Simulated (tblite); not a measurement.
C6H9NSi.
Numbering: `[N:1]#[C:2][CH2:3][C@@H:4]1[CH:5]=[CH:6][CH2:7][SiH2:8]1` (hydrogens: H9, H10 on C3; H11 on C4; H12 on C5; H13 on C6; H14, H15 on C7; H16, H17 on Si8)

Structure used (GFN2-xTB), in Å, numbered top down from 1:
```
atom  x, y, z in Å
N1     3.741    0.863   -0.186
C2     2.846    0.186    0.038
C3     1.702   -0.651    0.286
C4     0.490   -0.181   -0.539
C5     0.060    1.195   -0.113
C6    -1.180    1.379    0.305
C7    -2.126    0.214    0.329
Si8   -1.083   -1.254   -0.294
H9     1.468   -0.616    1.354
H10    1.965   -1.679    0.021
H11    0.803   -0.145   -1.589
H12    0.791    1.991   -0.151
H13   -1.547    2.343    0.627
H14   -2.520    0.074    1.338
H15   -2.988    0.424   -0.305
H16   -1.554   -1.837   -1.551
H17   -0.876   -2.294    0.719
```

Method: GFN2-xTB as coded in tblite; computed harmonic values from a numerical Hessian at the method's own geometry, unscaled. Errors from tens to a few hundred cm⁻¹ against measured bands are possible. Modes of hydrogen on silicon can be 10 to 20 % off. One conformer, not necessarily the lowest.

Harmonic wavenumbers (cm⁻¹): 45.4, 68.6, 123.8, 229.6, 242.4, 381.8, 397.8, 437.6, 475.7, 507.4, 547.3, 644.0, 652.6, 720.5, 743.8, 775.0, 799.9, 815.5, 885.3, 906.3, 977.8, 996.8, 1034.0, 1073.7, 1096.6, 1130.2, 1134.6, 1191.2, 1239.6, 1261.2, 1298.0, 1315.2, 1428.9, 1461.9, 1714.3, 2242.5, 2269.1, 2407.3, 2921.0, 2951.5, 2956.9, 2963.6, 2982.5, 3063.2, 3079.2.

A = 3749, B = 1065, C = 878.7 MHz; mass 123.050 u (most abundant isotopes); point group C1, symmetry number 1.

Question: What is the zero-point energy?

Answer: ½Σν̃ = 28296 cm⁻¹ = 80.90 kcal/mol.

Question: What is S at 298.15 K and 1 bar for an ideal gas of classical rigid rotors and harmonic oscillators?

Answer: Translation 40.36, rotation 28.91, vibration 23.58: S = 92.8 cal/(mol K).

Question: And Cp and H(298.15 K) − H(0)?

Answer: Cp = 35.13 cal/(mol K), of which vibrations give 27.18 (their classical limit is 45 R = 89.4); H(298.15 K) − H(0) = 6.15 kcal/mol without the zero-point energy, 3.78 from vibrations.

Question: How do the functions run with temperature in this model?

Answer: 
```csv
T (K),S (cal/(mol K)),Cp (cal/(mol K)),H − H(0) (kcal/mol),G − H(0) (kcal/mol),ln q(vib)
150,74.6,20.0,2.08,-9.11,2.45
250,87.1,30.1,4.57,-17.20,4.48
400,104.6,44.7,10.23,-31.59,7.71
600,125.5,58.7,20.67,-54.65,12.18
900,152.0,71.7,40.41,-96.42,18.64
```

q(vib) and H(0) count from the zero-point level.

Question: What must be added to the electronic energy to get the Gibbs energy at 298.15 K and 1 bar?

Answer: ZPE + [H(298.15 K) − H(0)] − T·S = 80.90 + 6.15 − 27.68 = 59.37 kcal/mol.

Question: Blend soft modes into free rotors: weight 1/[1 + (100 cm⁻¹/ν̃)⁴] for the oscillator and the rest for a rotor with moment μB/(μ + B), μ = h/(8π²ν), B = 10⁻⁴⁴ kg m². What vibrational entropy results?

Answer: 21.38 cal/(mol K) in place of 23.58, which changes −T·S at 298.15 K by +0.66 kcal/mol.

Hindered rotation and anharmonicity are outside this model. Other conformers, if any are populated, would add a mixing term that is left out. The structure is chiral; the term R ln 2 for an equal mix with its mirror image is left out.
